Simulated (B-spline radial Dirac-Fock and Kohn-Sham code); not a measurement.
## The Al-like isoelectronic sequence (13 electrons), Z = 54 to 68

The computed values come from an atomic code on a B-spline grid: Dirac-Fock energy differences between relaxed states, corrected for Breit and QED terms. Binding energies in eV, tabulated ground configurations ([Ne] 3s2 3p1 throughout). Correlation energy is missing from these numbers.

```tsv
ion	1s	2p1/2	3s	outermost level	NIST ionisation energy
Xe⁴¹⁺	37231.5	7643.6	3161.6	3012.4 (3p)	3068 ± 4
Cs⁴²⁺	38753.2	7993.3	3309.6	3152.9 (3p)	3214 ± 4
Ba⁴³⁺	?	?	?	?	?
La⁴⁴⁺	41900.2	8719.6	3616.9	3444.0 (3p)	3515 ± 4
Ce⁴⁵⁺	43526.3	9096.4	3776.3	3594.7 (3p)	3672 ± 4
Pr⁴⁶⁺	45188.1	9482.3	3939.4	3748.7 (3p)	3832 ± 4
Nd⁴⁷⁺	46885.7	9877.6	4106.5	3906.2 (3p)	3997 ± 4
Pm⁴⁸⁺	48619.6	10282.3	4277.4	4067.0 (3p)	4166 ± 4
Sm⁴⁹⁺	50390.1	10696.6	4452.3	4231.4 (3p)	4337 ± 4
Eu⁵⁰⁺	52198.0	11120.5	4631.2	4399.2 (3p)	4513 ± 4
Gd⁵¹⁺	54043.4	11554.4	4814.2	4570.6 (3p)	4693 ± 4
Tb⁵²⁺	55927.5	11998.1	5001.2	4745.4 (3p)	4877 ± 4
Dy⁵³⁺	57849.2	12452.0	5192.4	4923.8 (3p)	5066 ± 5
Ho⁵⁴⁺	59810.6	12916.2	5387.8	5105.8 (3p)	5258 ± 5
Er⁵⁵⁺	61811.3	13390.8	5587.4	5291.4 (3p)	5455 ± 5
```

Q: Fill in the row of Ba⁴³⁺.

A: 1s 40309.3, 2p1/2 8352.0, 3s 3461.4, outermost 3296.8 (3p), NIST 3363 ± 4 eV.

NIST's values are for the lowest levels; a dash marks a value that is missing or belongs to another shell. Their kind here: theoretical. Where a p, d or f shell is open in either ion the computed value averages over both j values and all terms, while the table refers to the lowest levels; that difference holds spin-orbit splitting (largest in heavy or highly charged ions), term energies where several electrons share open shells, and correlation, and it can reach 10 % or more.
